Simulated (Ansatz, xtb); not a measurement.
Isomers of C4H7NOSi in order of energy

4 gas-phase structures of C4H7NOSi, from a drawn sample of its isomers (lower ones may exist). Each was relaxed with GFN2-xTB; where two conformers were screened, the lower at r2SCAN-D4/def2-SVP is listed:

A. `C[Si@@H](C=O)CC#N`, a singlet
B. `N#CC[SiH2]CC=O`, a singlet
C. `C[Si@@H](C#N)CC=O`, a singlet
D. `C[SiH2][C@@H](C#N)C=O`, a singlet

**Question.** Which do you expect lowest at r2SCAN-D4/def2-SVP, and how would the others follow?

**Answer.** Calculated order at r2SCAN-D4/def2-SVP: C (0.0), B (10.4), D (12.3), A (14.8) kcal/mol.

Energies above the lowest of each column, in kcal/mol; the last columns are at PBE0-D3(BJ)/def2-SVP geometries:

```
structure  GFN2-xTB  HF/STO-3G  r2SCAN-D4/def2-SVP  PBE0-D3(BJ)/def2-SVP  CCSD(T)/def2-SVP + ΔMP2/def2-TZVPP
        C      11.4        0.0                 0.0                   0.0                                 0.0
        B       0.9       17.5                10.4                   9.0                                13.2
        D       0.0       20.1                12.3                  11.3                                14.9
        A      17.0       12.1                14.8                  13.7                                16.1
```

CCSD(T)/def2-SVP + ΔMP2/def2-TZVPP puts C lowest; GFN2-xTB picks D. Some further structures that were screened fall inside this span and aren't listed. Flexible structures stand in one conformer each, not always the lowest. The ΔMP2 step shifts differences by up to 3.2 kcal/mol, which makes them less sure. ΔMP2 is the change of the MP2 energy from the smaller to the larger basis.

Over these structures GFN2-xTB departs from r2SCAN-D4/def2-SVP by 8.8 kcal/mol on average once a common shift is removed. A GFN2-xTB relaxation took about 0.099 s and the r2SCAN-D4/def2-SVP energy about 1.6 s on a shared host (Ansatz 0.2.0, xtb 6.7.1).
